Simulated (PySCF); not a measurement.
# SmCl at LDA

Computed with LDA; basis Sm x2c-SVPall, Cl x2c-SVPall; spin-free X2C with a Gaussian nucleus; PySCF 2.14.

```
state                                            : octet, about 6.0 electrons in the 4f shell (Mulliken), real f orbitals that mix terms
bond length                                      : 2.496 Å
harmonic wavenumber                              : 321 cm⁻¹
force constant                                   : 1.72 mdyn/Å
rotational constant Be                           : 0.09518 cm⁻¹
anharmonicity ωexe                               : 0.838 cm⁻¹
vibration–rotation constant αe                   : 0.000355 cm⁻¹
well depth De to Sm (4f6 6s2) + Cl               : 502 kJ/mol
dissociation energy D0                           : 500 kJ/mol
bond order (Mayer)                               : 1.31
dipole moment (positive dipole means Sm(−)Cl(+)) : -4.10 D
```

These are scalar-relativistic numbers at best; spin–orbit coupling would shift them, the dissociation energy most. Counting both spins, an empty level lies below a filled one in this solution, because spin and occupation are held. The state is the lowest single determinant that the PBE0 search found; with open d or f shells the true ground state can be another one.
